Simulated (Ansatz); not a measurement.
`[F][InH][SeH]` + `C[SiH](F)Cl` → `C[Si](F)(Cl)[SeH]` + `[F][InH2]` at 500 K and 1 bar (formal exchange of groups at the Se–In bond).

Computed with Ansatz on PBE0-D4/def2-TZVP structures; ΔE is electronic, products minus reactants. CCSD(T)/CBS is the MP2 limit (def2-TZVPP, def2-QZVPP) plus CCSD(T) − MP2 in def2-TZVPP, frozen cores. Elements past krypton have def2 core potentials. For In, Se outer-core shells are correlated without core-valence functions, which leaves a few kJ/mol of doubt a bond. Scalar relativity is left out up to krypton. One conformer a species, not always the lowest.

```tsv
species	CCSD(T)/CBS energy (Eh)	H − E (kJ/mol)	S (J/(mol·K))
`[F][InH][SeH]`	-2691.57127	75.0	373.4
`C[SiH](F)Cl`	-889.24457	169.6	369.4
`C[Si](F)(Cl)[SeH]`	-3289.98488	181.5	440.1
`[F][InH2]`	-290.81142	59.1	295.0
```

H − E and S are ideal-gas, rigid-rotor, harmonic terms from PBE0-D4/def2-TZVP, for one conformer and one mirror image of each species. 1 Eh = 2625.50 kJ/mol, R = 8.31446 J/(mol·K).

Question: By hand: ΔE, ΔH, ΔS and ΔG.

Answer: ΔE = (-3289.98488) + (-290.81142) − (-2691.57127) − (-889.24457) = 0.01954 Eh = 51.3 kJ/mol. Δ(H − E) = 181.5 + 59.1 − 75.0 − 169.6 = -4.0, so ΔH = 47.3 kJ/mol. ΔS = 440.1 + 295.0 − 373.4 − 369.4 = -7.7 J/(mol·K). ΔG = 47.3 − 500 × (-7.7)/1000 = 51.1 kJ/mol.

Question: By hand: the equilibrium constant, and the temperature at which ΔG would vanish if ΔH and ΔS stayed fixed.

Answer: log₁₀ K = −ΔG/(RT ln 10) = -5.3. ΔH and −TΔS have one sign here, so there is no such temperature.

The number of gas molecules stays the same, so ΔS is small and ΔH decides. A doubt of 5 kJ/mol in ΔE shifts log₁₀ K by 0.5 here. Other conformers and mirror images would add mixing entropy, several J/(mol·K) or more a flexible species. These are equilibria of isolated gas molecules and say nothing of rates. Largest T1 diagnostic: 0.016 (customary marks: 0.02 for closed shells, 0.045 for open ones).

ΔS is within the doubt of such terms, so its sign, and with it that verdict, could turn.
